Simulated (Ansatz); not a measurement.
Method: frozen-core CCSD(T)/def2-TZVPP // PBE0-D4/def2-TZVP (Ansatz, a quantum-chemistry and plane-wave program).

Ansatz 0.2 input:
```yaml
crystal:
  periodic: [false, false, false]
  atoms:
    - { symbol: Si, position_ang: [1.20137, -0.020635, 0.095772] }
    - { symbol: Si, position_ang: [-1.126127, -0.12946, -0.095147] }
    - { symbol: Cl, position_ang: [-1.885411, 1.790221, -0.08683] }
    - { symbol: H, position_ang: [1.567258, 0.654839, 1.367674] }
    - { symbol: H, position_ang: [1.764712, -1.398031, 0.091291] }
    - { symbol: H, position_ang: [1.761476, 0.742137, -1.049799] }
    - { symbol: H, position_ang: [-1.544992, -0.776097, -1.364458] }
    - { symbol: H, position_ang: [-1.738285, -0.862973, 1.041496] }
basis:
  gaussian: { orbitals: def2-TZVPP }
correlation:
  method: ccsd_t
```

Output:

```
Functional definition: HF
1110 factors; integrals over basis functions are off by at most 1.0e-3 eV
mean field evaluation 1: about -28307.8652 eV, gradient 1.6e1 eV
mean field evaluation 2: about -28308.0638 eV, gradient 1.6e1 eV
mean field evaluation 4: about -28309.4500 eV, gradient 2.5e0 eV
mean field evaluation 8: about -28309.4760 eV, gradient 9.7e-2 eV
mean field evaluation 16: about -28309.0309 eV, gradient 5.9e0 eV
mean field -28309.47609283 eV, -1040.3540575593 hartree, gradient 5.1e-6 eV, S^2 0.000000; 0 other end points of the search recorded, 0 dependent functions left out
15 core orbitals not correlated
reference -28309.47609283 eV, -1040.3540575593 hartree; 10, 10 occupied and 171, 171 virtual orbitals, 1110 factors
second order -12.04799255 eV of doubles, -0.00000000 eV of singles
cycle   1  -13.17958087 eV  change    -1.1e0 eV  update   8.1e-2
cycle   2  -13.60313336 eV  change   -4.2e-1 eV  update   2.6e-2
cycle   3  -13.63850012 eV  change   -3.5e-2 eV  update   8.8e-3
cycle   4  -13.63266272 eV  change    5.8e-3 eV  update   2.8e-3
cycle   5  -13.63171634 eV  change    9.5e-4 eV  update   8.4e-4
cycle   6  -13.63163550 eV  change    8.1e-5 eV  update   2.6e-4
cycle   7  -13.63162881 eV  change    6.7e-6 eV  update   7.0e-5
cycle   8  -13.63165317 eV  change   -2.4e-5 eV  update   2.4e-5
cycle   9  -13.63165729 eV  change   -4.1e-6 eV  update   8.3e-6
perturbative correction -0.50097785 eV, -0.0184105966 hartree
Total energy: -28323.60872797 eV, -1040.8734223214 hartree
```

Cost: around 40 core-seconds (rough).
